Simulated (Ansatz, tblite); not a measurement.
Spin states of the cluster PtAu3⁻, each relaxed with PBE-D4/def2-SVPD in Ansatz. Electronic energies in the gas phase.

In the def2 sets Au, Pt take a core potential; there is no spin–orbit coupling. The xTB rows come from tblite. B3LYP takes the VWN-RPA correlation. Correlated methods freeze no core orbitals; core or outer-core shells of Pt, Au are correlated, in sets that lack core-valence functions. HOMO above LUMO, or a gap near zero within one spin, warns that the state may not be the lowest or that an electron is smeared out. The structure comes from a short search, and lower isomers may exist.

Singlet geometry (C2v within 0.1 Å):

```
atom   x (Å)   y (Å)   z (Å)
 Pt1   0.048   0.446   0.135
 Au2  -1.564  -1.583  -0.246
 Au3   1.169  -1.745  -0.757
 Au4   0.346   2.882   0.868
```

Triplet geometry (C3v within 0.1 Å):

Cartesian coordinates in Å:
```
Pt 0.228 -0.303 0.001
Au 1.071 0.979 2.059
Au -2.082 -1.403 0.223
Au 0.782 0.727 -2.284
```

Quintet geometry (Cs within 0.1 Å):

| atom | x (Å) | y (Å) | z (Å) |
| --- | --- | --- | --- |
| Pt1 | 0.497 | -0.069 | -1.495 |
| Au2 | -1.656 | -0.178 | 0.095 |
| Au3 | 0.405 | 1.661 | 0.572 |
| Au4 | 0.754 | -1.414 | 0.828 |

⟨S²⟩: triplet 2.02 at PBE0-D4/def2-TZVPD (pure 2.00), quintet 6.03 at PBE0-D4/def2-TZVPD (pure 6.00).

Run but left out: HF/def2-TZVPD, PBE0-D4/def2-TZVPD, MP2/def2-TZVPD (singlet: restricted singlet, unstable towards broken spin symmetry); BHLYP-D4/def2-TZVPD (singlet: restricted singlet, unstable in another Hartree–Fock run and untested here).

Only these spin states were relaxed. The triplet has other bonds than the singlet, so the gap mixes isomer and spin. The quintet has other bonds than the singlet, so the gap mixes isomer and spin.

| level | triplet − singlet (kJ/mol) | quintet − singlet (kJ/mol) | lowest of these | remarks |
| --- | --- | --- | --- | --- |
| GFN1-xTB | 76.2 | 320.4 | singlet | – |
| PBE-D4/def2-TZVPD | 33.6 | 156.5 | singlet | gap within one spin near zero (quintet) |
| BLYP-D4/def2-TZVPD | 22.9 | 172.7 | singlet | gap within one spin near zero (quintet), restricted, untested (singlet) |
| r2SCAN-D4/def2-TZVPD | 25.1 | 122.5 | singlet | – |
| r2SCANh-D4/def2-TZVPD | 24.0 | 119.0 | singlet | – |
| B3LYP-D4/def2-TZVPD | 25.7 | 161.3 | singlet | – |
| ωB97X-V/def2-TZVPD | 40.7 | 143.3 | singlet | – |
| RPA@PBE/def2-TZVPD | 43.1 | 146.0 | singlet | test for broken spin undecided (singlet) |

Change of the quintet − singlet gap on mixing in exact exchange, in kJ/mol: BLYP to B3LYP (20 % exact exchange) -11.4; r2SCAN to r2SCANh (10 % exact exchange) -3.5.

The xTB methods have no term that favours high spin, so they put low spin too low.
